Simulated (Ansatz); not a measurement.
System: C7H15, charge 0, multiplicity 2. It need not be the lowest isomer of its formula. SMILES: C[CH]C(C)(C)CC
Geometry from a B3LYP-D3(BJ)/def2-TZVP (Ansatz, a program for electronic structure) optimisation:
```
C
C 1 1.5032
H 2 1.0836 1 117.59
C 2 1.4865 3 118.28 1 -168.40
H 4 1.0902 2 111.35 3 -15.69
H 4 1.0953 5 107.72 2 123.63
H 4 1.1001 5 107.07 6 113.41
C 1 1.5347 2 109.44 3 19.85
H 8 1.0903 1 111.58 2 58.07
H 8 1.0921 9 107.67 1 121.34
H 8 1.0924 9 108.22 10 116.40
C 1 1.5464 2 109.33 3 -98.75
H 12 1.0912 1 111.17 2 -61.58
H 12 1.0914 13 108.16 1 -121.96
H 12 1.0931 13 107.90 14 -116.80
C 1 1.5484 2 111.49 3 142.28
H 16 1.0934 1 108.50 2 63.10
H 16 1.0943 17 105.85 1 -115.63
C 16 1.5258 17 109.27 18 -117.85
H 19 1.0908 16 111.74 17 173.38
H 19 1.0916 20 107.45 16 121.62
H 19 1.0917 20 107.53 21 115.96
```
Charge 0, spin multiplicity 2.

Property: atomisation energy (electronic, to ground-state atoms), in kcal/mol. Correlated levels leave the core frozen unless marked. Open shells are spin-unrestricted. Spin-orbit coupling is left out. No relativistic terms. The coupled-cluster limit lacks core correlation, which all-electron functionals hold. CBS(X,Y): correlation extrapolated as X^-3; Hartree-Fock from the larger set. [CCSD(T)-MP2]/basis is that difference in the basis named.

```tsv
level	program	atomisation energy (kcal/mol)
HF/6-31G*	Ansatz	1586.7
HF/cc-pVTZ	Ansatz	1584.6
BLYP-D4/def2-TZVPD	Ansatz + dftd4	2066.6
B3LYP-D3(BJ)/def2-TZVPD	Ansatz + dftd3	2082.9
PBE0/6-31G*	Ansatz	2095.6
PBE0/def2-SVP	Ansatz	2107.0
BHLYP-D3(BJ)/def2-TZVPD	Ansatz + dftd3	2042.2
BHLYP/def2-TZVPD	Ansatz	2026.4
HSE06-D3(BJ)/def2-TZVPD	Ansatz + dftd3	2095.7
CAM-B3LYP/def2-TZVPD	Ansatz	2078.9
B2PLYP-D4/def2-TZVPD	Ansatz + dftd4	2060.0
RI-MP2/cc-pVQZ	Ansatz	2077.5
CCSD/6-31G	Ansatz	1818.2
CCSD/cc-pVDZ	Ansatz	1929.6
RI-MP2/CBS(cc-pVTZ,cc-pVQZ)+[CCSD(T)-MP2]/cc-pVTZ	Ansatz	2079.6
```
